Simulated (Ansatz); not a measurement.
Reaction (SMILES): C=[SiH2] (CH2-SiH2) → C=[SiH-] + H+
B3LYP-D3(BJ)/def2-TZVP geometries, fixed; electronic energies without zero-point terms.
Largest species:
```xyz
6

C     -1.1498    -0.0548    -0.0450
Si     0.5479     0.0261     0.0215
H     -1.7685     0.8316    -0.0996
H     -1.6839    -0.9961    -0.0356
H      1.3979    -1.1745     0.0958
H      1.2833     1.3023     0.0091
```

Effect of a fitting basis named in the input at wB97M-V/def2-TZVPP with Ansatz (a first-principles code), against the last row, where the deprotonation energy is 363.02 kcal/mol. The proton leaves the site shown, which need not be the most acidic. The default fits or decomposes integrals by the program's own choice; accuracy: high also tightens integrals, grids and stops. Cost is core time over that of fitting: def2-SV(P)-JKFIT, rough, on shared machines of one kind.

```json
[
 {"setting": "fitting: def2-SV(P)-JKFIT", "largest shift of a total energy (mEh)": "-0.054", "shift of the deprotonation energy (kcal/mol)": "0.005", "cost": "1×"},
 {"setting": "fitting: def2-universal-JKFIT", "largest shift of a total energy (mEh)": "-0.054", "shift of the deprotonation energy (kcal/mol)": "0.005", "cost": "1×"},
 {"setting": "fitting: cc-pVTZ-JKFIT", "largest shift of a total energy (mEh)": "-0.017", "shift of the deprotonation energy (kcal/mol)": "-0.002", "cost": "1×"},
 {"setting": "fitting: cc-pVQZ-JKFIT", "largest shift of a total energy (mEh)": "-0.004", "shift of the deprotonation energy (kcal/mol)": "-0.002", "cost": "1×"},
 {"setting": "fitting: cc-pV5Z-JKFIT", "largest shift of a total energy (mEh)": "-0.004", "shift of the deprotonation energy (kcal/mol)": "0.000", "cost": "1×"},
 {"setting": "accuracy: high", "largest shift of a total energy (mEh)": "-0.003", "shift of the deprotonation energy (kcal/mol)": "0.001", "cost": "5×"},
 {"setting": "accuracy: medium (default)", "largest shift of a total energy (mEh)": "0.000", "shift of the deprotonation energy (kcal/mol)": "0.000", "cost": "1×"}
]
```

Within 0.02 kcal/mol in the deprotonation energy: fitting: def2-SV(P)-JKFIT; fitting: def2-universal-JKFIT; fitting: cc-pVTZ-JKFIT; fitting: cc-pVQZ-JKFIT; fitting: cc-pV5Z-JKFIT; accuracy: high. The largest shift is 0.054 mEh in a total energy and 0.005 kcal/mol in the difference.
